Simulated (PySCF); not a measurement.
Species: C3H7N3OSi.
InChI=1S/C3H7N3OSi/c1-7-3-2-4-6(8)5-3/h2H,1,8H3

Torsions of this conformer, `[CH3:1][O:2][c:3]1[cH:4][n:5][n:6]([SiH3:7])[n:8]1`: C1–O2–C3–C4 180°.

The closed-shell ground state was solved at several levels (PySCF, density fitting, gas phase, non-relativistic). Isolated species at its PBE0-D3(BJ)/def2-SVP geometry (one conformer only).

```json
{"level": "PBE0/pcSseg-1", "basis functions": "178", "HOMO (eV)": "-6.89", "LUMO (eV)": "-0.25", "gap (eV)": "6.64", "dipole (D)": "1.49"}
{"level": "B3LYP/pcSseg-1", "basis functions": "178", "HOMO (eV)": "-6.67", "LUMO (eV)": "-0.47", "gap (eV)": "6.20", "dipole (D)": "1.47"}
```

Question: Estimate the row for CAM-B3LYP/def2-SVPD, a basis of 223 functions; the other rows only guide the guess.

Answer: HOMO -8.25 eV, LUMO 0.76 eV, gap 9.01 eV, dipole 1.37 D.

Question: Over all these levels, which gives the widest orbital gap and which the narrowest?

Answer: CAM-B3LYP/def2-SVPD (range-separated hybrid) has the widest, 9.01 eV, and B3LYP/pcSseg-1 (global hybrid, 20 % exact exchange) the narrowest, 6.20 eV. Functional and basis both differ between the two, so the spread mixes both effects.

Question: How far do the dipole and the HOMO energy spread over the levels?

Answer: The dipole runs from 1.37 to 1.49 D (mean 1.44 D) and the HOMO from -8.25 to -6.67 eV.
